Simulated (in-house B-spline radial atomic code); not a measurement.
RPA and G0W0 on Hartree-Fock: Al IV (Al3+)

Configuration [He] 2s2 2p6, mean-field start Hartree-Fock. Computed with a B-spline radial code for spherical atoms: all electrons, scalar-relativistic (spin-free one-electron X2C), finite nucleus, each spin shell either full or empty, empty states to l = 9 with an (l + 1/2)⁻⁴ tail; G0W0 by contour deformation at full frequency.

Command:
```bash
python run_gw.py task.json out
```
Settings (radii: box in bohr, nucleus in fm):
```
Z                        13
electrons                10
configuration            [He] 2s2 2p6
hamiltonian              x2c
method                   hf
lmax                     9
rms_radius               3.061
spin_polarised           False
box_radius               14.14
intervals                70
```

Run time, properties included: 1.6 s on 1 thread of Arm Neoverse N1 (shared host).

Energies (hartree):

| term | value |
| --- | --- |
| mean-field total | -240.43465 |
| Hartree-Fock functional on these orbitals | -240.43465 |
| direct second order | -0.60646 |
| second-order exchange | 0.2169 |
| SOSEX correction | 0.20273 |

(1) What is the RPA correlation energy, and what remains with SOSEX?

Quasi-particle levels (eV):

| level | occupied | mean field | Σx - vxc | Σc | QP weight | G0W0 |
| --- | --- | --- | --- | --- | --- | --- |
| 2p | yes | -121.69 | 0.00 | ? | ? | ? |
| 2s | yes | -167.91 | 0.00 | 3.71 | 0.965 | -164.20 |
| 3s | no | -28.068 | 0.00 | -0.35 | 0.998 | -28.417 |

G0W0 = mean field + (Σx - vxc) + Σc, with Σc (partial-wave tail included) taken at the quasi-particle energy. Levels of low weight are left out.

(2) Where does G0W0 put 2p?

Answers

(1) RPA gives -0.55076 hartree (-1.5 eV per electron); RPA + SOSEX gives -0.34803, and the second-order doubles (MP2) -0.38955 hartree. RPA lacks exchange-type terms and so overcorrelates at short range.

(2) At -120.44 eV, with Σc = 1.25 eV and a quasi-particle weight of 0.975. The tabulated removal energy is 119.992 ± 0.0019 eV (NIST, measured); the calculation leaves out spin-orbit coupling, Breit and QED terms, and what these don't explain is the method's own error.
